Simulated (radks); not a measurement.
Results of a calculation; reference values are marked as such.
V, configuration [Ar] 3d4 4s1 (not the ground configuration).

Code: a radial shooting solver on a logarithmic mesh with Libxc functionals. Model: scalar-relativistic Kohn-Sham, BLYP, spin-polarised, spherical densities, point nucleus; open shells are filled with parallel spins first.

Energy parts (eV):
| part | energy |
|---|---|
| total | -25833.839 |
| kinetic | 26075.003 |
| electron-nucleus | -61571.619 |
| Hartree | 10906.149 |
| exchange-correlation | -1243.371 |

Orbitals (lengths in bohr, moments of r in powers of bohr; <r^-3> diverges for s and p1/2; r(max) is where P^2 peaks):
| orbital | occ. | eigenvalue (eV) | <r^-3> | <r^2> | <r^4> | r(max) |
|---|---|---|---|---|---|---|
| 1s up | 1 | -5362.143 | - | 0.005936 | 0.00009065 | 0.04349 |
| 1s down | 1 | -5362.127 | - | 0.005936 | 0.00009065 | 0.04349 |
| 2s up | 1 | -597.9447 | - | 0.1125 | 0.02226 | 0.2556 |
| 2s down | 1 | -596.8874 | - | 0.1122 | 0.02212 | 0.2555 |
| 2p up | 3 | -498.6167 | 310.7 | 0.09271 | 0.01767 | 0.2080 |
| 2p down | 3 | -497.7948 | 311.5 | 0.09239 | 0.01752 | 0.2078 |
| 3s up | 1 | -66.8936 | - | 1.052 | 1.812 | 0.8204 |
| 3s down | 1 | -63.7136 | - | 1.057 | 1.837 | 0.8207 |
| 3p up | 3 | -40.9121 | 36.18 | 1.249 | 2.793 | 0.8468 |
| 3p down | 3 | -37.8010 | 35.85 | 1.262 | 2.875 | 0.8474 |
| 3d up | 4 | -2.8649 | 2.198 | 3.888 | 52.58 | 0.9128 |
| 4s up | 1 | -4.1182 | - | 13.98 | 337.3 | 2.820 |

The highest occupied level is 3d up at -2.865 eV. Summed over all electrons, <r^2> = 39.96 bohr^2, which gives a Langevin (diamagnetic) susceptibility term of -31.6 x 10^-6 cm^3/mol.
